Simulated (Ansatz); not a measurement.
Consider the homolysis of the H–Si bond: `N[SiH]([SiH3])Cl` → H• + `N[Si]([SiH3])Cl`•.

Calculated with Ansatz (gas phase, PBE0-D4/def2-TZVP geometries, no zero-point term in ΔE). CCSD(T)/CBS is the MP2 limit (def2-TZVPP, def2-QZVPP) plus CCSD(T) − MP2 in def2-TZVPP, frozen cores. This one scheme is used for every species, atoms too. DFT in def2-TZVPP. HSE06 is defined as in plane-wave codes. Open shells (•) are unrestricted, without spin–orbit coupling. Each species was taken in one conformer, which may not be the lowest.

| level | ΔE (kJ/mol) |
| --- | --- |
| LDA (SPW92) | 402.3 |
| PBE-D4 | 364.8 |
| revPBE-D4 | 361.2 |
| HSE06-D4 | 373.2 |
| r2SCAN0 | 377.3 |
| HF/def2-TZVPP | 317.9 |
| SCS-MP2/def2-TZVPP | 397.5 |
| HF/def2-QZVPP | 317.2 |

Problem. What does CCSD(T)/CBS give? (An estimate is asked.)

Solution. The calculation gave: +398.5 kJ/mol. The listed levels differ from it by 3.8, -33.7, -37.3, -25.3, -21.2, -80.6, -1.0, -81.3 kJ/mol.

Largest T1 diagnostic among the species: 0.015.

From r2SCAN to r2SCAN0 (25 % exact exchange), in def2-TZVPP and without D4, ΔE moves by +4.1 kJ/mol. In def2-TZVPP, CCSD(T) changes the Hartree–Fock value by +74.7 kJ/mol (the triples alone add −0.6 kJ/mol) and MP2 by +67.7 kJ/mol; breaking electron pairs costs correlation energy, which Hartree–Fock lacks. At CCSD(T), def2-SVP lies −15.2 kJ/mol from the extrapolated value and def2-TZVPP −5.9 kJ/mol: correlation converges slowly with the basis, and small sets miss more of it in the bonded molecule than in its fragments.
